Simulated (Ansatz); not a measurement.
A single point on BGaH4SSe, SMILES `[SH][GaH][BH][SeH]`.

```yaml
crystal:
  periodic: [false, false, false]
  atoms:
    - {symbol: S, position_ang: [-0.468251, 1.636629, -1.934270]}
    - {symbol: Ga, position_ang: [0.357601, 1.016595, 0.020540]}
    - {symbol: B, position_ang: [0.311311, -1.015924, 0.436810]}
    - {symbol: Se, position_ang: [-1.342427, -1.848164, 0.851351]}
    - {symbol: H, position_ang: [-0.203453, 2.943149, -1.773984]}
    - {symbol: H, position_ang: [0.916642, 2.188151, 0.898268]}
    - {symbol: H, position_ang: [1.291217, -1.696361, 0.428054]}
    - {symbol: H, position_ang: [-0.862650, -3.224074, 1.073252]}
basis:
  gaussian: {orbitals: def2-TZVPP}
hamiltonian: {xc: pbe}
correlation: {method: rpa}
```

```sh
$ ansatz run in.yaml --threads 4 --pin off --events-out ev --progress --plain --max-ram 10444MiB
```

Output, abridged:

```
Functional definition: PBE
1382 factors; integrals over basis functions are off by at most 1.2e-3 eV
mean field evaluation 1: about -129275.2645 eV, gradient 5.7e1 eV
mean field evaluation 2: about -129275.2561 eV, gradient 5.7e1 eV
mean field evaluation 4: about -129282.2254 eV, gradient 9.4e0 eV
mean field evaluation 8: about -129282.4929 eV, gradient 4.8e-1 eV
mean field evaluation 16: about -129282.4927 eV, gradient 4.3e-4 eV
mean field -129282.49269981 eV, -4751.0439758973 hartree, gradient 1.7e-6 eV, S^2 0.000000; 0 other end points of the search recorded, 0 dependent functions left out
24 core orbitals not correlated: weight in the atoms' cores, before any rotation towards them, 1.000 or more for the frozen orbitals, at most 0.000 for the correlated occupied ones
reference -129189.46903661 eV, -4747.6254193283 hartree; 21, 21 occupied and 180, 180 virtual orbitals, 1382 factors
Total energy: -129224.05367022 eV, -4748.8963811712 hartree
```

Hardware: 4 threads of an Arm Neoverse V2 on a shared host. Wall time 4.9 s, peak host memory 0.47 GiB.
